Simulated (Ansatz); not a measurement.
Ansatz (a first-principles code) input:

Ansatz 0.2 input:
```yaml
crystal:
  periodic: [false, false, false]
  atoms:
    - {symbol: Zr, position_ang: [-0.00000000, -0.00000000, -0.28629840]}
    - {symbol: O, position_ang: [0.00000000, 0.00000000, 1.43149202]}
basis:
  gaussian:
    orbitals: def2-TZVPP
hamiltonian:
  xc: pbe
magnetization: {spin_polarized: false}
correlation: {method: rpa, electrons: outside_noble_gas}
```

Task: Which total energy does the run end on?

Result: -121.91398 Eh (RPA@PBE/def2-TZVPP). The basis has 87 functions.
